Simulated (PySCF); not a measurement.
Basis and Hamiltonian dependence of the excitation energy of Mg

Mg [Ne] 3s2 (1S) → Mg [Ne] 3s1 3p1 (3P). Calculated with PySCF 2.14 from differences of total energies of unrestricted determinants, without spin-orbit coupling. Values in eV.

```tsv
basis	Hamiltonian	functions	UHF	PBE	PBE0	MP2 (valence)	CCSD(T) (valence)	CCSD(T) (valence and next inner shell)
x2c-TZVPPall	spin-free X2C	32	1.831	2.658	2.565	2.369	2.613	2.687
ANO-RCC-VTZP	spin-free X2C	34	1.815	2.626	2.539	2.333	2.622	2.686
aug-cc-pCVDZ	non-relativistic	36	1.800	2.611	2.524	2.338	2.587	2.622
x2c-TZVPPall with one added diffuse shell each of s, p, d type	spin-free X2C	41	1.816	2.635	2.547	2.355	2.598	2.673
x2c-QZVPPall	spin-free X2C	66	1.805	2.626	2.535	2.384	2.606	2.702
aug-cc-pVTZ with one added diffuse shell each of s, p, d, f type	non-relativistic	66	1.792	2.611	2.520	2.374	2.591	n/a
aug-cc-pCVTZ	non-relativistic	75	1.790	2.608	2.518	2.375	2.591	2.674
aug-cc-pVQZ	non-relativistic	84	1.791	2.611	2.520	2.390	2.593	n/a
aug-cc-pVQZ-DK	spin-free X2C	84	1.804	2.625	2.535	2.404	2.605	n/a
aug-cc-pCVTZ-DK with one added diffuse shell each of s, p, d, f type	spin-free X2C	91	1.804	2.622	2.532	2.388	2.603	n/a
aug-cc-pVQZ with one added diffuse shell each of s, p, d, f, g type	non-relativistic	109	1.791	2.611	2.520	2.390	n/a	n/a
dyall-av3z	spin-free X2C	117	1.803	2.623	2.533	2.394	2.605	n/a
dyall-av3z	non-relativistic	117	1.790	2.608	2.519	2.381	2.593	n/a
aug-cc-pCVQZ-DK	spin-free X2C	134	1.803	2.621	2.532	2.404	n/a	n/a
```

Frozen in the all-electron rows: valence: [Ne]; valence and next inner shell: 1s2.

Reference for a calculation without spin-orbit coupling: 2.714 eV (measured, between term centres; NIST).
